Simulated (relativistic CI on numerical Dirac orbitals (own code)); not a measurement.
Transition arrays of Ho XXVIII

Calculated at this level of theory: Dirac-Coulomb-Breit CI, separate exchange-only KLI orbitals for each configuration, a model potential for QED, valence Slater integrals scaled by 0.9, whole transition arrays (own radial code, finite nucleus).

CI space (outside the closed core [Ar] 3d10 4s2): 4p6 4d4, 4p6 4d3 4f, 4p5 4d5, 4p6 4d3 5p, 4p6 4d3 5f. Levels of other configurations are missing.

All E1 lines from the levels of 4p6 4d4; mean and standard deviation are weighted by gf, and upper levels are sorted by their leading configuration.

```
Upper configuration  Lines    Σgf  Mean (eV)  Mean (nm)  σ (eV)  Strongest line (nm)
         4p6 4d3 4f   2890  437.3     188.18      6.589   11.78                6.371
            4p5 4d5   3180  672.1     200.40      6.187   13.65                6.038
         4p6 4d3 5p   1718   83.0     353.45      3.508    6.23                3.478
         4p6 4d3 5f   2825  220.0     491.42      2.523    5.51                2.534
```

Σgf per state of the lower configuration in bins of 0.2 nm over the central range (centre: value): 2.5: 1.04, 3.3: 0.02, 3.5: 0.35, 3.7: 0.02, 5.7: 0.09, 5.9: 0.87, 6.1: 1.26, 6.3: 1.53, 6.5: 0.75, 6.7: 0.12, 6.9: 0.09, 7.1: 0.12, 7.3: 0.11, 7.5: 0.10, 7.7: 0.04, 7.9: 0.03.

Q: How do configuration mixing and the scaling of the Slater integrals move the arrays?

A: Slater scale 0.9, no configuration mixing: 4p6 4d3 4f 181.7 ± 7.9 eV (Σgf 481.9), 4p5 4d5 181.5 ± 21.8 eV (Σgf 541.1), 4p6 4d3 5p 353.6 ± 6.2 eV (Σgf 92.2), 4p6 4d3 5f 491.4 ± 5.5 eV (Σgf 219.3); Slater scale 1: 4p6 4d3 4f 192.2 ± 12.2 eV (Σgf 468.9), 4p5 4d5 203.6 ± 13.7 eV (Σgf 659.7), 4p6 4d3 5p 353.5 ± 6.4 eV (Σgf 81.8), 4p6 4d3 5f 491.5 ± 5.7 eV (Σgf 220.2); Slater scale 0.8: 4p6 4d3 4f 185.3 ± 11.1 eV (Σgf 460.6), 4p5 4d5 197.5 ± 14.1 eV (Σgf 629.5), 4p6 4d3 5p 353.4 ± 6.1 eV (Σgf 84.1), 4p6 4d3 5f 491.4 ± 5.3 eV (Σgf 219.8). With mixing, levels are counted to their leading configuration, so an array can shrink or vanish into another, and the sums then hold other lines.
